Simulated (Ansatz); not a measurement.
A nudged elastic band was laid between two geometries of BCl2F + ClH (6 atoms, charge 0, multiplicity 1).

The calculation used Ansatz 0.2.0, RKS r2SCAN-D4/def2-SVP.

```yaml
movable_images: 5
climbing_image: yes
spring: 5.0 eV/Å²
optimiser: quadratic models (default)
start_path: through a guess of the saddle point
force_threshold: 0.05 eV/Å
iteration_limit: 60
end_points: relaxed
```

First end point:

```xyz
6
Properties=species:S:1:pos:R:3
B 0.000 0.330 -0.120
F 0.006 0.468 1.196
Cl 1.523 0.327 -0.974
Cl -1.532 0.246 -0.952
Cl 0.085 -2.699 1.041
H 0.055 -1.787 1.951
```

Last end point:

```xyz
6
Properties=species:S:1:pos:R:3
B 0.020 -0.583 -0.485
F 0.014 0.130 2.037
Cl 1.516 0.222 -0.877
Cl -1.519 0.142 -0.862
Cl 0.067 -2.240 0.135
H 0.038 -0.785 2.194
```

**Question.** What changes between the two ends?

**Answer.** Bonds broken: B1–F2, Cl5–H6. Bonds formed: B1–Cl5, F2–H6. BCl2F + ClH becomes BCl3 + FH.

**Question.** What energy profile does the band end with?

**Answer.** The forces met the threshold. The highest image is number 4 of 0 to 6, 26.7 kcal/mol above the first end and 11.1 kcal/mol above the last; the last end lies 15.6 kcal/mol above the first. A vibrational analysis at the climbing image gives one clearly imaginary mode, 751i cm⁻¹: a first-order saddle point. The orbitals stay closed-shell, which can raise the energy where a bond breaks towards radicals; this wasn't checked here.

```tsv
image	path coordinate (Å)	energy (kcal/mol)	B1–F2 (Å)	Cl5–H6 (Å)	B1–Cl5 (Å)
0	0.00	0.0	1.32	1.29	3.25
1	0.36	0.7	1.33	1.29	3.01
2	0.73	5.1	1.34	1.30	2.66
3	1.09	16.7	1.41	1.36	2.28
4	1.45	26.7	1.57	1.58	2.03
5	2.02	18.6	2.06	2.09	1.82
6	2.58	15.6	2.62	2.52	1.77
```

**Question.** What is the geometry of the highest image?

**Answer.** 
```xyz
6
Properties=species:S:1:pos:R:3:forces:R:3
B 0.016 -0.285 -0.027 0.00 0.00 0.00
F 0.012 0.100 1.492 0.00 0.00 0.00
Cl 1.534 0.205 -0.778 0.00 0.00 0.00
Cl -1.531 0.131 -0.765 0.00 0.00 0.00
Cl 0.065 -2.223 0.583 0.00 0.00 0.00
H 0.041 -1.042 1.636 0.00 0.00 0.00
```

**Question.** What are the harmonic wavenumbers there?

**Answer.** 751i, 178, 218, 291, 294, 424, 493, 739, 745, 985, 1041, 1657 cm⁻¹.

The run took 9.5 min on 2 threads of Intel(R) Xeon(R) Platinum 8488C (Sapphire Rapids) (shared host), peak memory 0.18 GiB.
